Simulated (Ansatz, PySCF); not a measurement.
Molecule: TeO (charge 0, triplet). 
Coordinates optimised at B3LYP-D3(BJ)/def2-TZVP (Ansatz, a program for electronic structure):
SMILES: O=[Te]
```xyz
2

O      0.0000     0.0000    -1.5851
Te     0.0000     0.0000     0.2439
```
Charge 0, spin multiplicity 3.

Total electronic energies in hartree. Correlated levels leave the core frozen unless marked. UHF or UKS for open shells. No spin-orbit coupling. The frozen core is the preceding noble-gas configuration, with the filled d and f shells of earlier blocks. In def2 rows, elements after Kr have scalar-relativistic effective core potentials. 

The Hartree-Fock reference is unstable (checked in the largest basis), which strains HF and MP2. 

```csv
level,program,energy (Eh)
HF-D4/def2-TZVPD,PySCF + dftd4,-341.85150
PBE-D4/def2-TZVPD,Ansatz + dftd4,-343.16209
BLYP-D3(BJ)/def2-TZVPD,Ansatz + dftd3,-343.19310
BP86-D3(BJ)/def2-TZVPD,PySCF + dftd3,-343.37602
TPSS-D4/def2-TZVPD,PySCF + dftd4,-343.14875
PBE0-D3(BJ)/def2-TZVP,Ansatz + dftd3,-343.16139
TPSSh-D3(BJ)/def2-TZVPD,PySCF + dftd3,-343.15060
TPSSh-D4/def2-TZVPD,PySCF + dftd4,-343.15081
TPSSh/def2-TZVPD,PySCF,-343.14971
r2SCAN0/def2-TZVPD,Ansatz,[?]
M06-2X/def2-TZVPD,PySCF,-343.11727
MN15/def2-TZVPD,PySCF,-342.52853
HSE06-D3(BJ)/def2-TZVPD,Ansatz + dftd3,-343.15844
HSE06/def2-TZVPD,Ansatz,-343.15789
LC-wPBE-D3(BJ)/def2-TZVPD,Ansatz + dftd3,-343.21332
B2GP-PLYP-D3(BJ)/def2-TZVPD,Ansatz + dftd3,[?]
B2PLYP-D3(BJ)/def2-TZVPD,Ansatz + dftd3,-342.91927
PBE-QIDH/def2-TZVPD,Ansatz,[?]
RPA@PBE/def2-QZVPP,Ansatz,-342.44394
RI-MP2/def2-TZVPP,Ansatz,-342.17155
RI-MP2/def2-QZVPPD,Ansatz,-342.21061
CCSD(T)/def2-QZVPP,Ansatz,-342.26347
```

Question: What belongs in the gaps?

Answer: 
- r2SCAN0/def2-TZVPD, energy (Eh): -343.25702
- B2GP-PLYP-D3(BJ)/def2-TZVPD, energy (Eh): -342.82661
- PBE-QIDH/def2-TZVPD, energy (Eh): -342.86803
